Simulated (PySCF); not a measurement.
PySCF job for Al(Me)2(F) cation (C₂H₆AlF), SMILES [CH3][Al]([CH3])[F] (connectivity only; charge and spin as stated), charge +1, multiplicity 2, C-PCM-ωB97X/def2-SVP. Geometry optimised at PBE-D3(BJ)/def2-SVP. The multiplicity is an assumed one; other spin states were not compared. The isomer is the one that the SMILES or the coordinates give; other isomers of the formula were not compared.

```python
import numpy as np
from pyscf import gto, scf, dft
from pyscf.solvent import pcm

mol = gto.M(
    atom='''
    Al    0.00000000   -0.00000000   -0.15037707
    C    -1.68155203    0.00001976    0.97362109
    H    -1.47458559    0.00905667    2.05738631
    H    -2.14625283   -0.93895827    0.60089824
    H    -2.15411201    0.92924027    0.58648053
    C     1.68155202   -0.00001976    0.97362111
    H     2.14625281    0.93895826    0.60089827
    H     2.15411199   -0.92924028    0.58648056
    H     1.47458555   -0.00905666    2.05738634
    F     0.00000001    0.00000000   -1.80200907
    ''',
    basis='def2-SVP',
    charge=1,
    spin=1,
    max_memory=1600,
    verbose=3,
)
mf = dft.UKS(mol, xc='wb97x').density_fit(auxbasis='def2-universal-jkfit')
mf.grids.level = 3
mf.conv_tol = 1e-9
mf.max_cycle = 100
mf.kernel()
fine, coarse = mf.grids, dft.Grids(mol).set(level=1).build(with_non0tab=True)
for _ in range(3):  # follow internal instabilities
    mf.grids = coarse
    mo, _, stable, _ = mf.stability(return_status=True, nroots=4)
    mf.grids = fine
    if stable:
        break
    mf.kernel(mf.make_rdm1(mo, mf.mo_occ))
res = {}
for name, eps in {'water': 78.355, 'N,N-dimethylformamide': 37.219, 'ethanol': 24.852}.items():
    s = mf.PCM()
    s.with_solvent.method, s.with_solvent.eps, s.with_solvent.lebedev_order = 'C-PCM', eps, 29
    s.kernel(mf.make_rdm1())
    res[name] = (s.e_tot, eps, s.dip_moment(), s.mo_energy, s.converged)
    print(f'{name}: electrostatic solvation free energy {(s.e_tot - mf.e_tot) * 627.509474:.3f} kcal/mol')
```

Program output:

```

WARN: HOMO -0.268669170322285 >= LUMO -0.268669170322286

converged SCF energy = -421.564676282469  <S^2> = 0.77216995  2S+1 = 2.0220484
<class 'pyscf.df.df_jk.DFUKS'> wavefunction is stable in the internal stability analysis

WARN: PCM is an experimental feature. It is still in testing.
Features and APIs may be changed in the future.

converged SCF energy = -421.673255714069  <S^2> = 0.77132969  2S+1 = 2.0212171

WARN: System has nonzero charge 1; the dipole moment is origin-dependent.
Location of origin: [0. 0. 0.]

Dipole moment(X, Y, Z, Debye):  0.00000, -0.00000,  4.39726
water: electrostatic solvation free energy -68.135 kcal/mol

WARN: PCM is an experimental feature. It is still in testing.
Features and APIs may be changed in the future.

converged SCF energy = -421.671674786529  <S^2> = 0.7713428  2S+1 = 2.0212301

WARN: System has nonzero charge 1; the dipole moment is origin-dependent.
Location of origin: [0. 0. 0.]

Dipole moment(X, Y, Z, Debye):  0.00000, -0.00000,  4.39380
N,N-dimethylformamide: electrostatic solvation free energy -67.143 kcal/mol

WARN: PCM is an experimental feature. It is still in testing.
Features and APIs may be changed in the future.

converged SCF energy = -421.670177136843  <S^2> = 0.7713552  2S+1 = 2.0212424

WARN: System has nonzero charge 1; the dipole moment is origin-dependent.
Location of origin: [0. 0. 0.]

Dipole moment(X, Y, Z, Debye):  0.00000, -0.00000,  4.39051
ethanol: electrostatic solvation free energy -66.203 kcal/mol
```

The calculation finished and met its thresholds.
